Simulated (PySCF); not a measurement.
Species: C₈H₈SSi.
SMILES with atom numbers: `[CH:1]1=[CH:2][SiH2:3][C:4]([c:5]2[cH:6][cH:7][cH:8][s:9]2)=[CH:10]1` (hydrogens: H11 on C1; H12 on C2; H13, H14 on Si3; H15 on C6; H16 on C7; H17 on C8; H18 on C10)

The same species was optimised twice, with GFN2-xTB and with PBE0-D3(BJ)/def2-SVP (PySCF), and the same property calculations (PySCF, gas phase) were run on both structures.

```csv
coordinate,GFN2-xTB,PBE0-D3(BJ)/def2-SVP,change
C1–C10 (Å),1.444,1.469,+0.025
C4–C5 (Å),1.421,1.441,+0.020
C2–Si3 (Å),1.881,1.867,-0.014
C7–C8 (Å),1.359,1.372,+0.013
C6–C7 (Å),1.406,1.418,+0.012
C5–C6 (Å),1.373,1.383,+0.010
C1=C2 (Å),1.343,1.353,+0.010
C5–S9 (Å),1.750,1.741,-0.009
Si3–C4 (Å),1.901,1.892,-0.009
C4=C10 (Å),1.354,1.361,+0.007
C8–S9 (Å),1.717,1.716,-0.001
C2–Si3–C4 (°),88.9,92.9,+4.0
C1–C2–Si3 (°),109.5,106.4,-3.1
Si3–C4–C10 (°),108.6,105.6,-3.0
C5–C4–C10 (°),125.1,127.0,+1.9
C2–C1–C10 (°),116.6,117.7,+1.1
Si3–C4–C5 (°),126.3,127.4,+1.1
C5–S9–C8 (°),91.3,92.3,+1.0
C1–C10–C4 (°),116.4,117.3,+0.9
Si3–C4–C5–C6 (°),0,1,+1
```

Rotational constants: A = 2521, B = 637.8, C = 512.1 MHz (GFN2-xTB) against A = 2570, B = 619.1, C = 501.9 MHz (PBE0-D3(BJ)/def2-SVP). Point groups within 0.08 Å: Cs and Cs.

On the GFN2-xTB structure: HOMO (eV) -5.85 [PBE0/pcSseg-1]; LUMO (eV) -2.00 [PBE0/pcSseg-1]; dipole (D) 0.47 [PBE0/pcSseg-1]; GIAO shielding of C1 (ppm) 28.6 [PBE0/pcSseg-1]; GIAO shielding of C2 (ppm) 58.0 [PBE0/pcSseg-1]; GIAO shielding of Si3 (ppm) 396.7 [PBE0/pcSseg-1]; GIAO shielding of C4 (ppm) 41.8 [PBE0/pcSseg-1]; GIAO shielding of C5 (ppm) 31.1 [PBE0/pcSseg-1]; GIAO shielding of C6 (ppm) 54.3 [PBE0/pcSseg-1]; GIAO shielding of C7 (ppm) 55.6 [PBE0/pcSseg-1]; GIAO shielding of C8 (ppm) 53.3 [PBE0/pcSseg-1].

Task: What do these properties become on the PBE0-D3(BJ)/def2-SVP structure?

Result: 
```
                                    property          level  on GFN2-xTB  on PBE0-D3(BJ)/def2-SVP  change
                                   HOMO (eV)  PBE0/pcSseg-1        -5.85                    -5.98   -0.13
                                   LUMO (eV)  PBE0/pcSseg-1        -2.00                    -2.04   -0.04
                                  dipole (D)  PBE0/pcSseg-1         0.47                     0.27   -0.20
energy, GFN2-xTB geometry as zero (kcal/mol)  PBE0/pcSseg-1          0.0                     -2.0    -2.0
                  GIAO shielding of C1 (ppm)  PBE0/pcSseg-1         28.6                     24.7    -3.9
                  GIAO shielding of C2 (ppm)  PBE0/pcSseg-1         58.0                     56.3    -1.7
                 GIAO shielding of Si3 (ppm)  PBE0/pcSseg-1        396.7                    394.0    -2.7
                  GIAO shielding of C4 (ppm)  PBE0/pcSseg-1         41.8                     41.9    +0.1
                  GIAO shielding of C5 (ppm)  PBE0/pcSseg-1         31.1                     33.6    +2.5
                  GIAO shielding of C6 (ppm)  PBE0/pcSseg-1         54.3                     51.5    -2.8
                  GIAO shielding of C7 (ppm)  PBE0/pcSseg-1         55.6                     52.4    -3.2
                  GIAO shielding of C8 (ppm)  PBE0/pcSseg-1         53.3                     51.2    -2.1
```

The heavy atoms differ by 0.041 Å rms after alignment. Among bonds between heavy atoms C1–C10 changes most (+0.025 Å). Changes are differences of the printed values. Neither structure is proved a minimum here.

Conformer computed: `[CH:1]1=[CH:2][SiH2:3][C:4]([c:5]2[cH:6][cH:7][cH:8][s:9]2)=[CH:10]1`: Si3–C4–C5–C6 1°.
